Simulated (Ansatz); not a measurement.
Molecule: sum formula HSiOF₂, net charge 0, doublet state. It need not be the lowest isomer of its formula. SMILES: O[Si](F)F
Geometry from a B3LYP-D3(BJ)/def2-TZVP (Ansatz, a first-principles code) optimisation:
```
Si
F 1 1.5911
F 1 1.5995 2 107.42
O 1 1.6334 2 105.63 3 118.41
H 4 0.9619 1 119.05 2 -175.79
```
Charge 0, spin multiplicity 2.

Quantity: atomisation energy (electronic, to ground-state atoms); the coupled-cluster value holds the core correlation from cc-pwCVTZ, in kJ/mol. Valence correlation only, unless marked. Open shells are spin-unrestricted. Spin-orbit coupling is left out. No relativistic terms. Basis-set limits of correlation are two-point, X^-3; Hartree-Fock from the larger set. The bracket is a focal-point correction in the basis named.

Level to compare with: RI-MP2/CBS(cc-pV(T+d)Z,cc-pV(Q+d)Z)+[CCSD(T)-MP2]/cc-pV(T+d)Z plus the core term (Ansatz), 2051.5 kJ/mol. It is a level with limits of its own, and the differences hold the functionals' basis error too.

Problem. Rank these functionals by how close they come to RI-MP2/CBS(cc-pV(T+d)Z,cc-pV(Q+d)Z)+[CCSD(T)-MP2]/cc-pV(T+d)Z, closest first: PBE/def2-TZVPD (Ansatz); r2SCAN/def2-TZVPD (Ansatz); r2SCANh/def2-TZVPD (Ansatz).

Solution. r2SCAN/def2-TZVPD (meta-GGA, 2047.1 kJ/mol, difference -4.4), PBE/def2-TZVPD (GGA, 2063.2 kJ/mol, difference 11.7), r2SCANh/def2-TZVPD (hybrid meta-GGA, 2019.6 kJ/mol, difference -31.9)
